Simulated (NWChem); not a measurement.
# C₃H₉ClSi; SMILES C[Si](C)(C)Cl

Results from NWChem. Pople sets run with spherical d functions. The level has its own optimisation; frequencies are unscaled.

Question: Estimate the computed values for Hartree-Fock/6-31G*. Quantities: r C–Si (Å); r C–H (Å); r Cl–Si (Å); highest harmonic frequency (cm⁻¹); lowest (cm⁻¹); zero-point energy (kcal/mol); dipole (D).

Answer: 
| Item | Value |
|---|---|
| r C–Si (Å) | 1.879 |
| r C–H (Å) | 1.087 |
| r Cl–Si (Å) | 2.095 |
| highest harmonic frequency (cm⁻¹) | 3270 |
| lowest (cm⁻¹) | 157 |
| zero-point energy (kcal/mol) | 75.4 |
| dipole (D) | 2.79 |
